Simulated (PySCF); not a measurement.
Calcium: a sound run and one with changed settings

Sound run: Ca [Ar] 4s2, Ca⁺ [Ar] 4s1. Calculation: PySCF 2.14, in x2c-TZVPall (6s5p3d, 36 functions); scalar relativity by spin-free X2C-1e. In the sound run the correlated levels freeze [Ar]. The sound run starts from symmetry-adapted Hartree-Fock orbitals and uses a fine grid where one is needed.

Changed run: basis STO-3G, all-electron and non-relativistic. This setting is unsound on purpose.

| species | method | sound run (hartree) | changed run (hartree) | converged |
| --- | --- | --- | --- | --- |
| Ca | UHF | -679.62020 | -669.98887 | yes |
| Ca | LDA | -678.57549 | -668.82713 | yes |
| Ca | M06-2X | -680.46862 | -670.75052 | yes |
| Ca | MP2 | -679.63866 | -670.00456 | yes |
| Ca | CCSD(T) | -679.64840 | -670.01744 | yes |
| Ca⁺ | UHF | -679.43136 | -669.84136 | yes |
| Ca⁺ | LDA | -678.34619 | -668.62561 | yes |
| Ca⁺ | M06-2X | -680.23789 | -670.55063 | yes |

Ionisation energy of Ca:

```csv
method,sound run (eV),changed run (eV)
UHF,5.139,4.014
LDA,6.240,5.484
M06-2X,6.279,5.439
MP2,5.641,4.441
SCS-MP2,5.742,4.526
CCSD,5.906,4.791
CCSD(T),5.906,4.791
CCSDT,5.906,4.791
FCI,5.906,4.791
```

A minimal basis cannot let orbitals breathe on ionisation and holds almost no correlation. The Hamiltonian changed with the basis, so the totals do not compare.

For comparison, NIST gives 6.113 eV between the lowest levels.
